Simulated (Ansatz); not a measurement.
BEt2(OiPr) (C₇H₁₇BO), relaxed as a singlet with RKS PBE-D4/def2-SVP in Ansatz, starting from the GFN2-xTB geometry. Force threshold 0.03 eV/Å.

Start:

```
atom    x (Å)    y (Å)    z (Å)
  B1   0.3767   0.5566  -0.4801
  C2   0.1564   1.9489  -1.2428
  C3  -0.7663   1.8460  -2.4612
  H4   1.1246   2.3266  -1.5835
  H5  -0.2477   2.6977  -0.5594
  H6  -0.8723   2.8131  -2.9496
  H7  -0.3682   1.1401  -3.1862
  H8  -1.7551   1.5064  -2.1607
  C9   0.9229  -0.7248  -1.2867
 C10  -0.1830  -1.7376  -1.6129
 H11   1.7030  -1.2405  -0.7188
 H12   1.3845  -0.4141  -2.2257
 H13   0.2134  -2.5709  -2.1918
 H14  -0.6271  -2.1375  -0.7035
 H15  -0.9713  -1.2635  -2.1929
 O16   0.0888   0.5723   0.8183
 C17   0.1879  -0.4906   1.7479
 C18  -1.2185  -0.8577   2.2200
 C19   1.0622  -0.0301   2.9127
 H20   0.6509  -1.3659   1.2728
 H21  -1.6840   0.0032   2.6937
 H22  -1.1736  -1.6767   2.9331
 H23  -1.8309  -1.1579   1.3727
 H24   2.0556   0.2283   2.5537
 H25   0.6233   0.8490   3.3776
 H26   1.1476  -0.8204   3.6535
```

```tsv
step	energy (eV)	largest force component (eV/Å)	SCF passes
1	-10240.5221	1.688	19
2	-10240.6909	0.659	20
3	-10240.7120	0.189	20
4	-10240.7149	0.076	20
5	-10240.7158	0.046	19
6	-10240.7164	0.037	20
7	-10240.7174	0.048	19
8	-10240.7178	0.031	20
9	-10240.7184	0.019	19
10	-10240.7187	0.017	19
```

Force components are those of the run's own axes.

End:

```xyz
26

B     0.306    0.592   -0.474
C     0.045    1.963   -1.233
C    -0.653    1.847   -2.598
H     1.054    2.421   -1.383
H    -0.502    2.665   -0.567
H    -0.738    2.828   -3.110
H    -0.106    1.168   -3.287
H    -1.683    1.444   -2.497
C     0.876   -0.694   -1.225
C    -0.241   -1.693   -1.594
H     1.644   -1.212   -0.609
H     1.398   -0.377   -2.154
H     0.150   -2.568   -2.155
H    -0.758   -2.086   -0.694
H    -1.018   -1.218   -2.228
O     0.001    0.596    0.861
C     0.175   -0.502    1.769
C    -1.198   -0.902    2.303
C     1.136   -0.061    2.870
H     0.620   -1.368    1.229
H    -1.674   -0.045    2.821
H    -1.111   -1.742    3.022
H    -1.865   -1.219    1.477
H     2.122    0.214    2.446
H     0.732    0.824    3.402
H     1.289   -0.874    3.608
```

By distances, no bond broke or formed. The bond that changes most is B1–O16, from 1.33 to 1.37 Å (atoms count from 1).

The force fell under the threshold at step 9, but the optimiser went on. No frequencies were taken in this run, so the end may be a saddle point.

Run time 31 s (4 threads of Arm Neoverse V1 on a shared host).
